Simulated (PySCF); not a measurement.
One elementary step

Start structure (AlNH$_{3}$ClO, closed shell), relaxed at PBE0-D4/def2-TZVP:

| atom | x (Å) | y (Å) | z (Å) |
| --- | --- | --- | --- |
| Al1 | -0.5605 | 0.0899 | 0.2105 |
| N2 | 1.1359 | -0.1462 | 0.5929 |
| O3 | -1.1609 | 0.3219 | -1.3477 |
| H4 | -0.6306 | 0.3300 | -2.1415 |
| Cl5 | -1.9432 | 0.0868 | 1.7727 |
| H6 | 1.8924 | -0.1659 | -0.0698 |
| H7 | 1.4800 | -0.2888 | 1.5281 |

The step: AlNH₃ClO ([NH2][Al]([OH])[Cl]) → AlClO + NH₃ (still joined by a long Al–N bond); bonds formed: N2–H4; bonds broken: O3–H4; bonds weakened to dative contacts: Al1–N2. Program: PySCF 2.14 with density fitting (its default auxiliary sets; JK sets also for MP2 and CCSD(T)). Basis: def2-TZVPP and def2-QZVPP. Cores are frozen in the correlated methods. Extrapolation: Hartree–Fock as exp(−7.88 √X), correlation as X^−2.97. Energies below are by CCSD(T) at an estimated basis limit (MP2 extrapolated from triple and quadruple zeta, plus CCSD(T) − MP2 in triple zeta).

Question: What are the electronic barrier and the energy of the step, from the start structure to the end structure? (An estimate is asked for; the value comes from the calculation.)

Answer: Computed: Barrier 2.372 eV; step energy 1.997 eV (uphill); reverse barrier, their difference, 0.375 eV. Barrier and step energy count from the start structure, the reverse barrier from the end structure.

The saddle point: One imaginary mode of 1084i cm⁻¹.
```tsv
pair	start (Å)	saddle (Å)	end (Å)
N2–H4	3.29	1.19	1.02
Al1–N2	1.75	1.93	2.01
O3–H4	0.95	1.46	2.74
```

Zero-point energy (harmonic, PBE0-D4): ZPE is 1.116 eV at the start and 1.067 eV at the saddle, so the barrier goes from 2.372 to 2.323 eV.

First-order rate constant out of the start structure at 698 K by transition-state theory, with harmonic vibrational free energies alone and no tunnelling: ΔA‡ = 2.439 eV, so k = (kB T/h) exp(−ΔA‡/kB T) ≈ 10^-4 s⁻¹ (an order of magnitude at best: rotation, the number of equivalent paths and anharmonicity are left out).

No T1 diagnostic of these runs exceeds 0.021.

Labels in which every atom is bracketed show which atoms are joined, not bond orders.

For scale, one of the runs: CCSD(T)/def2-TZVPP, 188 basis functions, launched by `OMP_NUM_THREADS=4 python run.py`. Time: 2.6 min of wall clock on 4 CPU threads of an INTEL XEON PLATINUM 8581C; the host was shared. Peak host memory: 2.1 GiB.
